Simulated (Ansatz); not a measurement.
Basis sets compared for Sn9H15. Charge 0, multiplicity 2. Geometry PBE-D4/def2-SVP. Ansatz on 2 threads of AMD EPYC 7R13 on a shared host and a share (18 GiB) of an NVIDIA H100 80GB HBM3; times are rough, and most runs start from earlier orbitals.

```xyz
24

Sn    0.587   -0.382   -3.083
Sn   -0.213   -3.136    0.548
Sn    2.919    0.214    0.861
Sn   -0.035    3.385   -0.497
Sn   -1.056    0.692    3.107
Sn    1.741   -1.692   -0.874
Sn   -1.272    1.556   -2.258
Sn   -2.178   -1.456    1.650
Sn    1.027    2.104    1.798
H    -0.178   -1.547   -4.120
H     1.833    0.388   -4.015
H    -0.961   -4.304   -0.501
H     0.556   -4.021    1.830
H     4.212    1.021    0.027
H     3.653   -0.627    2.194
H     1.245    4.187   -1.357
H    -1.172    4.617   -0.041
H    -0.437    0.045    4.597
H    -2.327    1.796    3.545
H     2.972   -2.793   -1.441
H    -1.964    2.378   -3.626
H    -2.568    0.769   -1.415
H    -3.219   -2.375    2.697
H    -3.163   -0.819    0.373
```

In the def2 sets Sn takes a core potential; there is no spin–orbit coupling. Single mean-field runs in def2-TZVP are fitted with def2-universal-jkfit.

Binding counts from free atoms (Sn triplet, H doublet) in the same basis, without a counterpoise term.

```tsv
level	functions	energy (Eh)	HOMO (eV)	LUMO (eV)	binding per atom (eV)	wall time
PBE-D4/def2-SVP	309	-1937.7438	-4.96	-4.37	2.35	8 s
PBE0-D4/def2-SVP	309	-1937.8560	-5.82	-3.78	2.34	10 s
```

Question: Estimate the rows for PBE-D4/def2-TZVP, PBE0-D4/def2-TZVP (with forces).

Answer: 
```csv
level,functions,energy (Eh),HOMO (eV),LUMO (eV),binding per atom (eV),wall time
PBE-D4/def2-TZVP,540,-1937.8169,-5.03,-4.44,2.36,8.6 s
PBE0-D4/def2-TZVP (with forces),540,-1937.9199,-5.85,-3.81,2.35,12 s
```
